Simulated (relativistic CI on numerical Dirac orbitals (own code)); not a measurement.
## Spin-allowed bands of a d3 ion in an octahedral site, by hand

Problem. A d3 ion in an octahedral site has a 4A2 ground term and spin-allowed bands at ν1 = 25700 and ν2 = 34893 cm⁻¹ (from a computed ligand-field model). Find Δ and the Racah parameter B, and predict the third band.

Working.
1. The F term splits into A2 (−1.2Δ), T2 (−0.2Δ) and T1 (+0.6Δ), so ν1 = E(T2) − E(A2) = Δ = 25700 cm⁻¹.
2. T1(F) mixes with T1(P), which lies at 15B, through an element 0.4Δ. The two roots, counted from A2, are ν2,3 = ½(15B + 3Δ) ∓ ½√[(15B − Δ)² + 12BΔ].
3. Solving the lower root for B gives B = (2ν1² + ν2² − 3ν1ν2)/(15ν2 − 27ν1) = -151748851/-170505 = 890 cm⁻¹.
4. The sum of the roots is 15B + 3Δ, so ν3 = 15B + 3ν1 − ν2 = 55557 cm⁻¹ (180 nm).

Check. The bands were computed by exact diagonalisation of the d3 shell with B = 890 and Δ = 25700 cm⁻¹, which gives ν3 = 55557 cm⁻¹. C does not enter the terms of highest spin.
